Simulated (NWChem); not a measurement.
Two isomers of C$_{3}$H$_{7}$NSi, each optimised at PBE0/def2-SVP with NWChem. Flexible species stand in one conformer each, which need not be the lowest. One or both are not confirmed as a minimum by frequencies.

A: C[Si@@H]1C=NC1
B: N1(CC=C1)[SiH3]

Task: Which is lower in energy, by how much, and how do their other properties compare?

Result: A is lower by 8.4 kcal/mol in electronic energy.
|  | A | B |
|---|---|---|
| highest occupied level (eV) | -6.54 | -5.87 |
| orbital gap (eV) | 6.05 | 6.60 |
| dipole (D) | 2.41 | 0.38 |
